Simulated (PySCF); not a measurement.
**Assignment exercise: C4H6FNSi**

Atom-mapped SMILES (the numbers label the heavy atoms): `[N:1]#[C:2][SiH2:3]/[CH:4]=[CH:5]\[CH2:6][F:7]`. Each H is labelled by its parent atom.

PySCF calculation with GIAO PBE0/pcSseg-1 shieldings and structure optimised with GFN2-xTB; equivalent nuclei averaged, in vacuum, relativity neglected, one computed conformer.

References, each an isolated molecule treated in the same way: 13C (σ = 186.93 ppm) and 1H (σ = 31.72 ppm) vs TMS.

Question: Assign these signals to the numbered atoms. 13C{1H} NMR (computed): δ 158.2, 123.7, 121.7, 88.3.

Answer: 
| δ (ppm) | atoms | environment | reason |
| --- | --- | --- | --- |
| 158.2 | C5 | alkene CH | the olefinic region |
| 123.7 | C2 | nitrile carbon | C≡N carbons fall here, among the sp2 signals but without a proton |
| 121.7 | C4 | alkene CH | an sp2 carbon of a C=C bond |
| 88.3 | C6 | allylic sp3 CH2 bonded to F | deshielded by the electronegative neighbour |

C2 and C4 lie closer than the usual error of such a calculation, so a measured spectrum could show them in the other order.

Question: Assign these signals to the numbered atoms. 1H NMR (500 MHz, computed): δ 6.95 (m, 1H), 6.07 (m, 1H), 5.66 (m, 2H), 4.66 (d, 2H).

Answer: 
6.95 → H(C5), hydrogen on an alkene CH: attached to an sp2 carbon and in the plane of the double bond
6.07 → H(C4), hydrogen on an alkene CH
5.66 → H(C6), hydrogen on an allylic sp3 CH2 bonded to F: its carbon carries F, which withdraws density
4.66 → H(Si3), hydrogen on a silicon bonded to 2 C

Splittings by 19F in the carbon and heteronuclear signals aren't shown, as no couplings were computed. Shifts are as computed. Against solution values, carbons near 30 ppm lie about +3 ppm off and those near 130 ppm about +5 ppm. Of 1309 compounds with measured shifts, 239 miss one by over three times the rms of a fit or turn the order of signals round; such compounds aren't used in these exercises. Multiplicities follow the n + 1 count of equivalent neighbours, as no J values were calculated; m marks all less simple cases, F and P coupling included.
